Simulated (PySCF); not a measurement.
## Computed properties of HOSi, SMILES O=[SiH]

HOSi, SMILES O=[SiH] (connectivity only; charge and spin as stated), charge +1, multiplicity 1. The structure is a stationary point at PBE0-D3(BJ)/def2-TZVPD. The multiplicity is an assumed one; other spin states were not compared. The isomer is the one that the SMILES or the coordinates give; other isomers of the formula were not compared. One conformer was computed; it need not be the lowest. All values are computed for the isolated molecule unless a solvent is named; none is compared with measurement here.

**Structure.** The optimised structure has C∞v symmetry. All 4 harmonic modes at PBE0-D3(BJ)/def2-TZVPD (PySCF) are real, so it is a minimum.

**Vibrations.** The strongest infrared lines (harmonic, unscaled, degenerate partners summed) lie at 2223 cm⁻¹ (84 km/mol, H 94 %), 1330 cm⁻¹ (20 km/mol, O 64 %, Si 33 %), 443 cm⁻¹ (15 km/mol, H 83 %, Si 12 %). The softest mode is at 443 cm⁻¹ and the zero-point energy is 6.3 kcal/mol.

**Electronic structure.** CAM-B3LYP/def2-TZVPD (PySCF) places the frontier levels at -18.65 and -8.90 eV, a gap of 9.75 eV and a mean polarisability of 21.6 bohr³. PBE/def2-TZVPD (PySCF) at the same geometry gives -15.84 and -10.99 eV, so its gap is 4.90 eV narrower. An orbital gap is neither the optical nor the fundamental gap.

**Excitations.** TDDFT-M06-2X/def2-TZVPD (PySCF) has S1 at 5.25 eV (236 nm, f = 0.055, bright); the most intense of the 10 singlets computed lies at 9.59 eV (f = 0.72). Strengths of degenerate partners are summed. T1 (TDA) is at 4.44 eV. TDDFT-PBE/def2-TZVPD (PySCF) puts S1 at 5.11 eV. No vertical singlet excitation falls in the visible range (under 3.1 eV).

**NMR.** GIAO shifts at B3LYP/pcSseg-2 (PySCF) (non-relativistic, atoms alike by connectivity averaged): ¹H at 8.7 ppm against TMS; ²⁹Si at 58.5 ppm against TMS.

**Solvation.** SMD-PBE0/def2-SVP (PySCF) gives -75.5 kcal/mol in water, -73.5 kcal/mol in ethanol, -75.8 kcal/mol in dimethylsulfoxide (1 M in both phases, gas-phase geometry); of these solvents dimethylsulfoxide holds the molecule best.
